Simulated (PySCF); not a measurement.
FHMgS, SMILES [F][Mg][SH]. Geometry optimised at B3LYP-D3(BJ)/def2-TZVP. Other conformers were not sampled.

All values below come from PySCF with B3LYP-D3(BJ)/def2-TZVP.

Harmonic wavenumbers (cm⁻¹): 121, 132, 368, 549, 766, 2656. Rotational constants (GHz): 286.7, 2.430, 2.409; symmetry number 1.

### Question
Work out the zero-point energy and the ideal-gas rigid-rotor harmonic-oscillator thermochemistry at 298.15 K and 1 atm.

### Answer
ZPE = ½ Σ hcν = ½ × 4593 cm⁻¹ = 6.57 kcal/mol. H − E(el) = 10.19 kcal/mol. Entropy in cal/(mol K): translation 38.91, rotation 22.78, vibration 7.86, total 69.55. G − E(el) = -10.55 kcal/mol. Cp = 15.19 cal/(mol K). Modes under 150 cm⁻¹ make the vibrational entropy uncertain.
